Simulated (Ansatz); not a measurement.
Complex (SMILES): [H][H] (H2) with [SiH3][SiH3] (Si2H6), atoms 1 to 2 the first; geometry from B3LYP-D3(BJ)/def2-TZVP, monomers rigid:
```xyz
10

H      0.3397     0.0222     0.2902
H      0.6122     0.2666    -0.3576
Si     0.3200    -3.2284    -1.0917
Si     1.0226    -2.2141    -3.0850
H      0.1535    -4.6882    -1.2985
H      1.3218    -3.0132    -0.0199
H     -0.9775    -2.6616    -0.6511
H      1.2073    -0.7551    -2.8941
H      2.3113    -2.7989    -3.5296
H      0.0137    -2.4266    -4.1514
```

Basis-set convergence of the uncorrected interaction energy at MP2 with Ansatz (a quantum-chemistry and plane-wave program). Cartesian d functions, on some or all atoms, in 6-31G*, 6-31+G*, 6-311G**, 6-311+G**; all else is spherical. Cores are frozen. No added dispersion term, no relativity. Functions are those of the species that has most. Reference: the counterpoise-corrected one, Hartree-Fock in aug-cc-pV(Q+d)Z plus the correlation part extrapolated as X^-3 from aug-cc-pV(T+d)Z and aug-cc-pV(Q+d)Z, -0.45 kcal/mol. Deviations are taken from unrounded values.

```tsv
basis	functions	uncorrected interaction energy (kcal/mol)
6-31G*	54	0.03
6-31+G*	62	0.10
def2-SVP	76	-0.21
def2-SVPD	112	-0.73
pcseg-1	76	-0.18
aug-pcseg-1	126	-1.03
cc-pV(D+d)Z	86	-0.17
aug-cc-pV(D+d)Z	136	-0.73
6-311G**	102	-0.15
6-311+G**	110	-0.19
def2-TZVP	122	-0.17
def2-TZVPD	158	-0.43
pcseg-2	180	-0.26
aug-pcseg-2	284	-0.70
cc-pV(T+d)Z	190	-0.32
aug-cc-pV(T+d)Z	294	-0.56
def2-TZVPP	196	-0.30
def2-TZVPPD	232	-0.41
cc-pV(Q+d)Z	368	-0.38
aug-cc-pV(Q+d)Z	546	-0.48
def2-QZVPP	380	-0.39
def2-QZVPPD	416	-0.41
pcseg-3	392	-0.39
aug-pcseg-3	570	-0.53
```

What the diffuse functions change, pair by pair:
- 6-31G* to 6-31+G*: 8 more functions, deviation 0.48 to 0.55 kcal/mol
- def2-SVP to def2-SVPD: 36 more functions, deviation 0.24 to -0.28 kcal/mol
- pcseg-1 to aug-pcseg-1: 50 more functions, deviation 0.28 to -0.57 kcal/mol
- cc-pV(D+d)Z to aug-cc-pV(D+d)Z: 50 more functions, deviation 0.28 to -0.28 kcal/mol
- 6-311G** to 6-311+G**: 8 more functions, deviation 0.30 to 0.27 kcal/mol
- def2-TZVP to def2-TZVPD: 36 more functions, deviation 0.28 to 0.02 kcal/mol
- pcseg-2 to aug-pcseg-2: 104 more functions, deviation 0.19 to -0.25 kcal/mol
- cc-pV(T+d)Z to aug-cc-pV(T+d)Z: 104 more functions, deviation 0.13 to -0.11 kcal/mol
- def2-TZVPP to def2-TZVPPD: 36 more functions, deviation 0.16 to 0.04 kcal/mol
- cc-pV(Q+d)Z to aug-cc-pV(Q+d)Z: 178 more functions, deviation 0.07 to -0.02 kcal/mol
- def2-QZVPP to def2-QZVPPD: 36 more functions, deviation 0.07 to 0.04 kcal/mol
- pcseg-3 to aug-pcseg-3: 178 more functions, deviation 0.06 to -0.08 kcal/mol

Leaving out the reference's own pair, they bring the value nearer the reference by more than 0.01 kcal/mol in 5 of 11 pairs.
